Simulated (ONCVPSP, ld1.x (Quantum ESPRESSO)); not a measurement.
Potentials for As compared

Generated with ld1.x 7.5 (TM, RRKJ, ultrasoft, PAW), atompaw 4.2 or ONCVPSP 4.0.1. The cutoff is in Ry: for ld1.x and atompaw files where the sum of valence levels is converged to 10 mRy in a Bessel basis, for ONCV files where the hardest occupied wave has 1 mHa per electron of residual kinetic energy. The error is the largest all-electron minus pseudo excitation energy over each file’s own four to seven test configurations (ionisations up to +4, promotions, holes and added fractions of an electron), all of which were solved. The labels leave out finer settings (local radius, basis sizes, second energies), which also bear on the numbers. Spin-polarised tests are not counted. The rows are a selection from randomly drawn settings: files with unsolved tests, undetermined cutoffs or missed reference levels are left out.

A true bound ghost makes a file unfit for plane-wave use even where its test errors are small: the radial tests pick states by their node count and pass the ghost by.

```csv
potential,cutoff (Ry),largest error (meV),bound ghosts
"ONCV, PBEsol, scalar-relativistic, rc 1.30/1.95 (sp), local smoothed, core correction yes, reference 4s2 4p3, qcut 6.2/3.9, projectors 2/2",36,-119,s
"ultrasoft, LDA (PZ), scalar-relativistic, rc 1.15/0.90/1.20/1.20 (spdf), local smoothed, core correction yes, reference 3s2 3p6 3d10 4s2 4p3",160,-51,none
"ONCV, PBE, scalar-relativistic, rc 1.65/1.35/0.70 (spd), local smoothed, core correction no, reference 3d10 4s2, qcut 3.4/6.2/26.1, projectors 2/2/2",461,+337,s
"ONCV, PBE, scalar-relativistic, rc 1.05/0.85/0.70 (spd), local smoothed, core correction yes, reference 3s2 3p6 3d10 4s2 4p2, qcut 11.9/13.9/27.4, projectors 2/2/2",493,-7.2,none
"ONCV, PBE, scalar-relativistic, rc 1.40/2.05/0.70 (spd), local d, core correction no, reference 3d10 4s2 4p3, qcut 3.7/4/23.1, projectors 2/3/0",395,-21,"s, p"
"ONCV, PBE, scalar-relativistic, rc 0.85/1.15/1.15/1.05 (spdf), local smoothed, core correction yes, reference 3s2 3p6 3d10 4s2 4p3, qcut 13.9/13.4/13.6/10.3, projectors 2/2/2/1",156,-26,none
"PAW, PBE, scalar-relativistic, rc 1.50/1.95/1.50 (spd), local smoothed, core correction yes, reference 4s2 4p2",15,-433,d
"ONCV, PBE, scalar-relativistic, rc 1.00/0.85/0.70/0.80 (spdf), local d, core correction yes, reference 3s2 3p6 3d10 4s2 4p1, qcut 10.4/15.5/20.3/15.9, projectors 2/2/0/2",341,-71,none
```

Fill in the row for As: ONCV, PBEsol, scalar-relativistic, rc 1.15/0.85/0.75 (spd), local d, core correction no, reference 3s2 3p6 3d10 4s2 4p3, qcut 8.1/18.1/21.8, projectors 2/2/0.

cutoff 363 Ry, largest error -9.1 meV, bound ghosts: none.
